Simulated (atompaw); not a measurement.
**What one change does to a pseudopotential (Rh (Z = 45), PAW (atompaw))**

rhodium (Rh), PAW, made with atompaw 4.2.0.5 (PBEsol, non-relativistic). Core [Kr], reference 4d8 5s0 5p1. Waves: 5s (bound, empty): rc 3.00 bohr; 5s channel at 1.85 Ry: rc 3.00 bohr; 5p (bound): rc 3.00 bohr; 5p channel at 1.95 Ry: rc 3.00 bohr; 4d (bound): rc 3.00 bohr; 4d channel at 0.55 Ry: rc 1.85 bohr. Local part: bessel scheme, radius 2.75 bohr. Core correction: smooth core density matched at 2.10 bohr. Augmentation charge: sinc compensation charge, radius 2.55 bohr; PAW radius 3.00 bohr; waves and projectors: custom rrkj vanderbiltortho.

Change: all radii scaled by about 0.81 (s 2.44, p 2.44, d 2.44 bohr); local potential bessel scheme, radius 2.24 bohr; augmentation sinc compensation charge, radius 2.08 bohr; PAW radius 2.44 bohr; waves and projectors: custom rrkj vanderbiltortho; core correction smooth core density matched at 1.70 bohr.

Cutoffs: the cutoffs (Ry, on a coarse ladder) from which the occupation-weighted sum of valence levels, in a spherical-Bessel basis at the reference potential, stays within 10 and 1 mRy of its value at 400 Ry; they do not see the model core or the augmentation charge, which bear on the density cutoff.

**Question.** What does the change do?

**Answer.** The potential gets harder (10 Ry and 18 Ry → 18 Ry and 30 Ry); neither file shows a bound ghost. A smaller radius makes the pseudo-wave follow the all-electron one further in, where it bends more sharply, so more plane waves are needed.

```tsv
quantity	base	changed
cutoff, loose	10 Ry	18 Ry
cutoff, tight	18 Ry	30 Ry
loose cutoff by channel (10 mRy a level)	p 6 Ry, d 8 Ry	p 6 Ry, d 15 Ry
bound ghosts	none	none
lowest overlap eigenvalue by channel	s 0.63, p 0.60, d 0.59	s 0.53, p 0.62, d 0.18
```

 The cutoffs see the waves, projectors and local potential, not the compensation charge or the core.
